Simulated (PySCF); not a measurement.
BrCs. Atoms are numbered in the order given.

```xyz
2

Cs     0.0000     0.0000    -1.2078
Br     0.0000     0.0000     1.8980
```
Charge 0, spin multiplicity 1.

Coordinates come from a PBE0-D3(BJ)/def2-TZVPD optimisation. The def2 effective core potentials stand for the cores of Cs; spin–orbit coupling is left out.

All values below come from ωB97X/def2-TZVPD (PySCF).

Mulliken values depend strongly on the basis, most of all with diffuse functions as here. ESP charges are fitted to the potential on shells at 1.4 to 2.0 van der Waals radii. Atomic charges (e):

```json
[
 {"atom": "Cs1", "Mulliken": "0.93", "ESP fit": "0.73"},
 {"atom": "Br2", "Mulliken": "-0.93", "ESP fit": "-0.73"}
]
```
